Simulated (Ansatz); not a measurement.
Reaction (redistribution): `O[SiH2]N[SiH2][SiH3]` + `CO[SiH](F)[SiH3]` → `F[SiH2]N[SiH2][SiH3]` + `CO[SiH](O)[SiH3]`

Isolated molecules relaxed with PBE0-D4/def2-TZVP in Ansatz; ΔE leaves out vibrations. CCSD(T)/CBS adds triple-zeta CCSD(T) − MP2 to the extrapolated MP2 energy (def2 sets, frozen cores). Functionals use def2-TZVPP. Each species was taken in one conformer, which may not be the lowest.

```csv
species,PBE0-D4 energy (Eh)
`O[SiH2]N[SiH2][SiH3]`,-1003.54087
`CO[SiH](F)[SiH3]`,-796.10818
`F[SiH2]N[SiH2][SiH3]`,-1027.57005
`CO[SiH](O)[SiH3]`,-772.07955
```

Question: Work out ΔE.

Answer: ΔE = (-1027.57005) + (-772.07955) − (-1003.54087) − (-796.10818) = -0.00055 Eh = -1.4 kJ/mol. CCSD(T)/CBS gives -1.9 kJ/mol.

Largest T1 diagnostic among the species: 0.012.

The D4 term adds +3.1 kJ/mol with B3LYP and +1.6 kJ/mol with PBE0; it sums over pairs of atoms, weighted by their polarisabilities, and B3LYP, whose exchange is more repulsive, gets the larger term.

B3LYP here is the variant with VWN-RPA as its local correlation; programs differ in this.
